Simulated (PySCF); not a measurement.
# Bond length, frequency and bond energy of MoN⁻ by level of theory

State: ³Σ⁻ (triplet), unpaired electrons δ ↑↑. Set-up: Mo def2-TZVPPD with ECP28, N def2-TZVPPD; scalar-relativistic core potentials (PySCF 2.14). De refers to Mo⁻ (4d5 5s2) + N in their high-spin ground configurations, without counterpoise correction. The functionals are run spin-unrestricted. A positive dipole points towards N; it is taken about the centre of mass and depends on that origin. Levels whose curve was spin-contaminated or gave no clean fit are not listed.

```json
{"Level": "ROHF-MP2", "Re (Å)": "1.696", "ωe (cm⁻¹)": "937", "De (eV)": "n/a", "μ (D)": "n/a"}
{"Level": "ROHF-SCS-MP2", "Re (Å)": "1.683", "ωe (cm⁻¹)": "973", "De (eV)": "n/a", "μ (D)": "n/a"}
{"Level": "ROHF-CCSD", "Re (Å)": "1.632", "ωe (cm⁻¹)": "1130", "De (eV)": "n/a", "μ (D)": "n/a"}
{"Level": "ROHF-CCSD(T)", "Re (Å)": "1.655", "ωe (cm⁻¹)": "1063", "De (eV)": "n/a", "μ (D)": "n/a"}
{"Level": "PBE", "Re (Å)": "1.647", "ωe (cm⁻¹)": "1091", "De (eV)": "n/a", "μ (D)": "-0.02"}
{"Level": "PBEsol", "Re (Å)": "1.640", "ωe (cm⁻¹)": "1110", "De (eV)": "n/a", "μ (D)": "-0.01"}
{"Level": "BLYP", "Re (Å)": "1.659", "ωe (cm⁻¹)": "1066", "De (eV)": "n/a", "μ (D)": "-0.44"}
{"Level": "BP86", "Re (Å)": "1.650", "ωe (cm⁻¹)": "1087", "De (eV)": "n/a", "μ (D)": "-0.09"}
{"Level": "TPSS", "Re (Å)": "1.650", "ωe (cm⁻¹)": "1080", "De (eV)": "n/a", "μ (D)": "0.16"}
{"Level": "PBE0", "Re (Å)": "1.625", "ωe (cm⁻¹)": "1134", "De (eV)": "n/a", "μ (D)": "0.19"}
{"Level": "M06", "Re (Å)": "1.619", "ωe (cm⁻¹)": "1137", "De (eV)": "6.23", "μ (D)": "-0.17"}
{"Level": "ωB97X-V", "Re (Å)": "1.616", "ωe (cm⁻¹)": "1175", "De (eV)": "n/a", "μ (D)": "0.06"}
```

The bond length runs from 1.616 Å (ωB97X-V) to 1.696 Å (ROHF-MP2).

Correlated steps freeze 1 core orbital. The metal atom is held in its measured ground configuration; semilocal functionals can put another filling of s and d lower by some tenths of an eV, and De to that atom would be smaller. Spin–orbit coupling is left out, which matters for elements this heavy, above all for dissociation energies. For an ion De counts to the pair picked by the measured ionisation energies or electron affinities, which need not be the lowest pair at this level. The highest Kohn–Sham level is positive in this anion. Much of that is self-interaction error, but it also means that the finite basis helps to hold the extra electron. The CCSD T1 diagnostic is raised, a sign that a single reference may not be enough here. With d or f electrons several states lie close, and the lowest PBE0 determinant need not be the measured ground state.

The whole job (state search and all levels along the bond) took about 18 min on 2 threads of Arm Neoverse V2 (shared host), peak memory 4.3 GiB.
